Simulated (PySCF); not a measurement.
AlBH2N, B2H3N (calculated)

Computed with PySCF 2.14.0. Calculation on a computer-drawn molecule: vertical ionisation energy to the stated ion spin, frozen-core CCSD(T) at the basis limit and cheaper methods, single-reference cases, UHF for radicals, no spin-orbit; all values are single points at the evaluated structure, the first of each entry, which is the reference or a displaced copy of it and isn't optimised; the reference structure only sets the zero of the energies above reference; triples share is (T) over the correlation energy.

Common to all runs: multiplicity 1; ion multiplicity 2; diffuse functions no; reference is the Hartree-Fock double-zeta minimum; best is HF at quadruple zeta + MP2 correlation extrapolated from triple and quadruple zeta + CCSD(T) minus MP2 at triple zeta; basis step is the size of the change from the same recipe one zeta lower.

(1) AlBH2N

Evaluated structure:
```xyz
5
AlBH2N
B     -1.7801    -2.1240    -0.6823
N     -1.3086    -0.9691    -1.0866
Al    -0.5009     0.5246    -1.4704
H     -2.4949    -3.0214    -0.4965
H      0.1275     1.9291    -1.6334
```

Reference structure:
```xyz
5
AlBH2N
B     -1.8637    -2.0399    -0.7602
N     -1.2790    -0.9461    -1.0297
Al    -0.5049     0.5018    -1.3866
H     -2.4026    -3.0476    -0.5121
H      0.2028     1.8255    -1.7129
```

Settings of this run: charge 1 and basis cc-pV(n+d)Z.

It finds ionisation energy best 16.73 eV; ionisation energy basis step 0.02133 eV; energy above reference best 4.514 kcal/mol; energy above reference basis step 0.5816 kcal/mol; ionisation energy Koopmans at triple zeta 17.01 eV; ionisation energy EOM CCSD at triple zeta 16.57 eV; total energy HF triple zeta -322.0314 hartree; total energy CCSD(T) triple zeta -322.4006 hartree; total energy best -322.4477 hartree; T1 diagnostic at triple zeta 0.01621; D1 diagnostic at triple zeta 0.03602; ion T1 diagnostic at triple zeta 0.01418; ion D1 diagnostic at triple zeta 0.03351; ion spin squared at triple zeta 0.7579; triples share at triple zeta 0.04508; basis functions triple zeta 127.

Drawn bonds:
```csv
atom,other atom,order
1,2,2
2,3,1
1,4,1
3,5,1
```

Triple zeta:
```csv
method,ionisation energy (eV),energy above reference (kcal/mol)
HF,14.79,7.306
PBE,16.77,3.654
r2SCAN,16.6,4.862
B3LYP,16.65,5.035
wB97X,16.49,5.628
MP2,16.81,3.975
CCSD,16.4,4.794
CCSD(T),16.6,4.085
```

(2) AlBH2N

Evaluated structure:
```xyz
5
AlBH2N
B     -1.8469    -2.0570    -0.7591
N     -1.2881    -0.9457    -1.0370
Al    -0.5118     0.4633    -1.3265
H     -2.4642    -3.1602    -0.4376
H      0.1792     1.8542    -1.7165
```

Reference structure:
```xyz
5
AlBH2N
B     -1.8637    -2.0399    -0.7602
N     -1.2790    -0.9461    -1.0297
Al    -0.5049     0.5018    -1.3866
H     -2.4026    -3.0476    -0.5121
H      0.2028     1.8255    -1.7129
```

It was run with charge 1 and basis cc-pV(n+d)Z.

Results for AlBH2N: ionisation energy best 17.32 eV; ionisation energy basis step 0.02734 eV; energy above reference best 6.874 kcal/mol; energy above reference basis step 0.0893 kcal/mol; ionisation energy Koopmans at triple zeta 17.7 eV; ionisation energy EOM CCSD at triple zeta 17.19 eV; total energy HF triple zeta -322.0316 hartree; total energy CCSD(T) triple zeta -322.3964 hartree; total energy best -322.4439 hartree; T1 diagnostic at triple zeta 0.01476; D1 diagnostic at triple zeta 0.03114; ion T1 diagnostic at triple zeta 0.01252; ion D1 diagnostic at triple zeta 0.02828; ion spin squared at triple zeta 0.7565; triples share at triple zeta 0.04264; basis functions triple zeta 127.

Drawn bonds:
```csv
atom,other atom,order
1,2,2
2,3,1
1,4,1
3,5,1
```

Triple zeta:
```csv
method,ionisation energy (eV),energy above reference (kcal/mol)
HF,15.46,7.174
PBE,17.3,5.999
r2SCAN,17.2,6.598
B3LYP,17.25,6.922
wB97X,17.12,6.5
MP2,17.39,7.346
CCSD,17.01,6.757
CCSD(T),17.19,6.73
```

(3) B2H3N

Evaluated structure:
```xyz
6
B2H3N
B     -3.5860    -0.4645    -0.4887
B     -2.2527    -1.3075    -1.1022
N     -1.2829    -1.9199    -1.5475
H     -3.6291     0.7306    -0.5381
H     -4.5061    -1.0502     0.0042
H     -0.5070    -2.4106    -1.9049
```

Reference structure:
```xyz
6
B2H3N
B     -3.5860    -0.4645    -0.4887
B     -2.2527    -1.3075    -1.1022
N     -1.2829    -1.9199    -1.5475
H     -3.6291     0.7306    -0.5381
H     -4.5061    -1.0502     0.0042
H     -0.5070    -2.4106    -1.9049
```

It was run with charge 0 and basis cc-pVnZ.

The calculation gives: ionisation energy best 11.14 eV; ionisation energy basis step 0.04463 eV; energy above reference best 0 kcal/mol; energy above reference basis step 0 kcal/mol; ionisation energy Koopmans at triple zeta 11.47 eV; ionisation energy EOM CCSD at triple zeta 11.01 eV; total energy HF triple zeta -105.5801 hartree; total energy CCSD(T) triple zeta -106.0156 hartree; total energy best -106.0685 hartree; T1 diagnostic at triple zeta 0.01661; D1 diagnostic at triple zeta 0.04735; ion T1 diagnostic at triple zeta 0.02092; ion D1 diagnostic at triple zeta 0.08348; ion spin squared at triple zeta 0.761; triples share at triple zeta 0.04224; basis functions triple zeta 132; dipole magnitude HF at triple zeta 0.3863 debye; dipole magnitude CCSD unrelaxed at triple zeta 0.2355 debye; dipole magnitude PBE at triple zeta 0.4804 debye; dipole magnitude r2SCAN at triple zeta 0.3152 debye; dipole magnitude B3LYP at triple zeta 0.2285 debye; dipole magnitude wB97X at triple zeta 0.004149 debye.

Drawn bonds:
```csv
atom,other atom,order
1,2,1
2,3,2
1,4,1
1,5,1
3,6,1
```

Triple zeta:
```csv
method,ionisation energy (eV),energy above reference (kcal/mol)
HF,9.209,0
PBE,10.7,0
r2SCAN,10.66,0
B3LYP,10.83,0
wB97X,10.84,0
MP2,11.23,0
CCSD,10.83,0
CCSD(T),11,0
```

(4) B2H3N

Evaluated structure:
```xyz
6
B2H3N
B     -3.6134    -0.4610    -0.5104
B     -2.2237    -1.2999    -1.0861
N     -1.3185    -1.9279    -1.5698
H     -3.6263     0.7126    -0.5693
H     -4.4549    -1.0562    -0.0019
H     -0.5289    -2.3668    -1.9082
```

Reference structure:
```xyz
6
B2H3N
B     -3.5860    -0.4645    -0.4887
B     -2.2527    -1.3075    -1.1022
N     -1.2829    -1.9199    -1.5475
H     -3.6291     0.7306    -0.5381
H     -4.5061    -1.0502     0.0042
H     -0.5070    -2.4106    -1.9049
```

Settings of this run: charge 0 and basis cc-pVnZ.

Results for B2H3N: ionisation energy best 11.28 eV; ionisation energy basis step 0.04528 eV; energy above reference best 3.53 kcal/mol; energy above reference basis step 0.1744 kcal/mol; ionisation energy Koopmans at triple zeta 11.62 eV; ionisation energy EOM CCSD at triple zeta 11.15 eV; total energy HF triple zeta -105.5772 hartree; total energy CCSD(T) triple zeta -106.0096 hartree; total energy best -106.0628 hartree; T1 diagnostic at triple zeta 0.01542; D1 diagnostic at triple zeta 0.04361; ion T1 diagnostic at triple zeta 0.01906; ion D1 diagnostic at triple zeta 0.0754; ion spin squared at triple zeta 0.7595; triples share at triple zeta 0.04099; basis functions triple zeta 132; dipole magnitude HF at triple zeta 0.4476 debye; dipole magnitude CCSD unrelaxed at triple zeta 0.1526 debye; dipole magnitude PBE at triple zeta 0.3889 debye; dipole magnitude r2SCAN at triple zeta 0.235 debye; dipole magnitude B3LYP at triple zeta 0.1617 debye; dipole magnitude wB97X at triple zeta 0.1091 debye.

Drawn bonds:
```csv
atom,other atom,order
1,2,1
2,3,2
1,4,1
1,5,1
3,6,1
```

Triple zeta:
```csv
method,ionisation energy (eV),energy above reference (kcal/mol)
HF,9.371,1.82
PBE,10.87,4.509
r2SCAN,10.83,3.717
B3LYP,10.99,3.356
wB97X,11,3.209
MP2,11.36,3.743
CCSD,10.98,3.397
CCSD(T),11.14,3.822
```

(5) B2H3N

Evaluated structure:
```xyz
6
B2H3N
B     -3.5818    -0.4957    -0.5304
B     -2.3299    -1.3362    -1.1146
N     -1.2943    -1.9085    -1.5300
H     -3.5946     0.7359    -0.4303
H     -4.5576    -1.0496     0.0001
H     -0.4331    -2.4632    -1.8907
```

Reference structure:
```xyz
6
B2H3N
B     -3.5860    -0.4645    -0.4887
B     -2.2527    -1.3075    -1.1022
N     -1.2829    -1.9199    -1.5475
H     -3.6291     0.7306    -0.5381
H     -4.5061    -1.0502     0.0042
H     -0.5070    -2.4106    -1.9049
```

It was run with charge 0 and basis cc-pVnZ.

Results for B2H3N: ionisation energy best 10.95 eV; ionisation energy basis step 0.04243 eV; energy above reference best 6.091 kcal/mol; energy above reference basis step 0.1375 kcal/mol; ionisation energy Koopmans at triple zeta 11.31 eV; ionisation energy EOM CCSD at triple zeta 10.8 eV; total energy HF triple zeta -105.5639 hartree; total energy CCSD(T) triple zeta -106.0062 hartree; total energy best -106.0588 hartree; T1 diagnostic at triple zeta 0.0183; D1 diagnostic at triple zeta 0.05269; ion T1 diagnostic at triple zeta 0.02516; ion D1 diagnostic at triple zeta 0.1035; ion spin squared at triple zeta 0.7653; triples share at triple zeta 0.04428; basis functions triple zeta 132; dipole magnitude HF at triple zeta 0.1793 debye; dipole magnitude CCSD unrelaxed at triple zeta 0.6227 debye; dipole magnitude PBE at triple zeta 0.8466 debye; dipole magnitude r2SCAN at triple zeta 0.6883 debye; dipole magnitude B3LYP at triple zeta 0.6022 debye; dipole magnitude wB97X at triple zeta 0.3497 debye.

Drawn bonds:
```csv
atom,other atom,order
1,2,1
2,3,2
1,4,1
1,5,1
3,6,1
```

Triple zeta:
```csv
method,ionisation energy (eV),energy above reference (kcal/mol)
HF,9,10.12
PBE,10.46,3.979
r2SCAN,10.43,5.467
B3LYP,10.59,5.93
wB97X,10.62,6.671
MP2,11.07,6.034
CCSD,10.64,6.648
CCSD(T),10.81,5.904
```

(6) B2H3N

Evaluated structure:
```xyz
6
B2H3N
B     -3.5818    -0.4957    -0.5304
B     -2.3299    -1.3362    -1.1146
N     -1.2943    -1.9085    -1.5300
H     -3.5946     0.7359    -0.4303
H     -4.5576    -1.0496     0.0001
H     -0.5386    -2.3953    -1.8465
```

Reference structure:
```xyz
6
B2H3N
B     -3.5860    -0.4645    -0.4887
B     -2.2527    -1.3075    -1.1022
N     -1.2829    -1.9199    -1.5475
H     -3.6291     0.7306    -0.5381
H     -4.5061    -1.0502     0.0042
H     -0.5070    -2.4106    -1.9049
```

Settings of this run: charge 0 and basis cc-pVnZ.

Results for B2H3N: ionisation energy best 11.07 eV; ionisation energy basis step 0.04418 eV; energy above reference best 2.852 kcal/mol; energy above reference basis step 0.01851 kcal/mol; ionisation energy Koopmans at triple zeta 11.4 eV; ionisation energy EOM CCSD at triple zeta 10.94 eV; total energy HF triple zeta -105.5729 hartree; total energy CCSD(T) triple zeta -106.0112 hartree; total energy best -106.0639 hartree; T1 diagnostic at triple zeta 0.01808; D1 diagnostic at triple zeta 0.05215; ion T1 diagnostic at triple zeta 0.02544; ion D1 diagnostic at triple zeta 0.1071; ion spin squared at triple zeta 0.7629; triples share at triple zeta 0.04333; basis functions triple zeta 132; dipole magnitude HF at triple zeta 0.3777 debye; dipole magnitude CCSD unrelaxed at triple zeta 0.3708 debye; dipole magnitude PBE at triple zeta 0.594 debye; dipole magnitude r2SCAN at triple zeta 0.4339 debye; dipole magnitude B3LYP at triple zeta 0.3511 debye; dipole magnitude wB97X at triple zeta 0.152 debye.

Drawn bonds:
```csv
atom,other atom,order
1,2,1
2,3,2
1,4,1
1,5,1
3,6,1
```

Triple zeta:
```csv
method,ionisation energy (eV),energy above reference (kcal/mol)
HF,9.14,4.505
PBE,10.57,1.885
r2SCAN,10.54,2.252
B3LYP,10.71,2.684
wB97X,10.75,3.246
MP2,11.18,2.886
CCSD,10.76,3.134
CCSD(T),10.93,2.761
```

(7) B2H3N

Evaluated structure:
```xyz
6
B2H3N
B     -3.5818    -0.4957    -0.5304
B     -2.3299    -1.3362    -1.1146
N     -1.2943    -1.9085    -1.5300
H     -3.5946     0.7359    -0.4303
H     -4.5576    -1.0496     0.0001
H     -0.3419    -2.5219    -1.9289
```

Reference structure:
```xyz
6
B2H3N
B     -3.5860    -0.4645    -0.4887
B     -2.2527    -1.3075    -1.1022
N     -1.2829    -1.9199    -1.5475
H     -3.6291     0.7306    -0.5381
H     -4.5061    -1.0502     0.0042
H     -0.5070    -2.4106    -1.9049
```

Here we set charge 0 and basis cc-pVnZ.

The calculation gives: ionisation energy best 10.85 eV; ionisation energy basis step 0.03988 eV; energy above reference best 18.8 kcal/mol; energy above reference basis step 0.2371 kcal/mol; ionisation energy Koopmans at triple zeta 11.24 eV; ionisation energy EOM CCSD at triple zeta 10.69 eV; total energy HF triple zeta -105.5398 hartree; total energy CCSD(T) triple zeta -105.9860 hartree; total energy best -106.0385 hartree; T1 diagnostic at triple zeta 0.01859; D1 diagnostic at triple zeta 0.05329; ion T1 diagnostic at triple zeta 0.0251; ion D1 diagnostic at triple zeta 0.1004; ion spin squared at triple zeta 0.7689; triples share at triple zeta 0.04519; basis functions triple zeta 132; dipole magnitude HF at triple zeta 0.2523 debye; dipole magnitude CCSD unrelaxed at triple zeta 0.8421 debye; dipole magnitude PBE at triple zeta 1.062 debye; dipole magnitude r2SCAN at triple zeta 0.9101 debye; dipole magnitude B3LYP at triple zeta 0.8229 debye; dipole magnitude wB97X at triple zeta 0.5659 debye.

Drawn bonds:
```csv
atom,other atom,order
1,2,1
2,3,2
1,4,1
1,5,1
3,6,1
```

Triple zeta:
```csv
method,ionisation energy (eV),energy above reference (kcal/mol)
HF,8.869,25.3
PBE,10.37,15.78
r2SCAN,10.33,18.19
B3LYP,10.49,18.65
wB97X,10.51,19.81
MP2,10.98,18.79
CCSD,10.53,19.69
CCSD(T),10.7,18.59
```

(8) B2H3N

Evaluated structure:
```xyz
6
B2H3N
B     -3.6146    -0.4385    -0.5172
B     -2.2385    -1.3035    -1.0979
N     -1.2742    -1.9082    -1.5488
H     -3.6289     0.7333    -0.5439
H     -4.5178    -1.0418     0.0130
H     -0.5072    -2.4266    -1.9326
```

Reference structure:
```xyz
6
B2H3N
B     -3.5860    -0.4645    -0.4887
B     -2.2527    -1.3075    -1.1022
N     -1.2829    -1.9199    -1.5475
H     -3.6291     0.7306    -0.5381
H     -4.5061    -1.0502     0.0042
H     -0.5070    -2.4106    -1.9049
```

Settings of this run: charge 0 and basis cc-pVnZ.

The calculation gives: ionisation energy best 11.15 eV; ionisation energy basis step 0.04483 eV; energy above reference best 1.225 kcal/mol; energy above reference basis step 0.0039 kcal/mol; ionisation energy Koopmans at triple zeta 11.48 eV; ionisation energy EOM CCSD at triple zeta 11.01 eV; total energy HF triple zeta -105.5785 hartree; total energy CCSD(T) triple zeta -106.0137 hartree; total energy best -106.0665 hartree; T1 diagnostic at triple zeta 0.01622; D1 diagnostic at triple zeta 0.04592; ion T1 diagnostic at triple zeta 0.01972; ion D1 diagnostic at triple zeta 0.07685; ion spin squared at triple zeta 0.7607; triples share at triple zeta 0.04208; basis functions triple zeta 132; dipole magnitude HF at triple zeta 0.4217 debye; dipole magnitude CCSD unrelaxed at triple zeta 0.2273 debye; dipole magnitude PBE at triple zeta 0.4561 debye; dipole magnitude r2SCAN at triple zeta 0.2999 debye; dipole magnitude B3LYP at triple zeta 0.2228 debye; dipole magnitude wB97X at triple zeta 0.1143 debye.

Drawn bonds:
```csv
atom,other atom,order
1,2,1
2,3,2
1,4,1
1,5,1
3,6,1
```

Triple zeta:
```csv
method,ionisation energy (eV),energy above reference (kcal/mol)
HF,9.211,0.9912
PBE,10.73,1.347
r2SCAN,10.69,1.41
B3LYP,10.85,1.297
wB97X,10.85,1.133
MP2,11.23,1.25
CCSD,10.84,1.17
CCSD(T),11.01,1.226
```
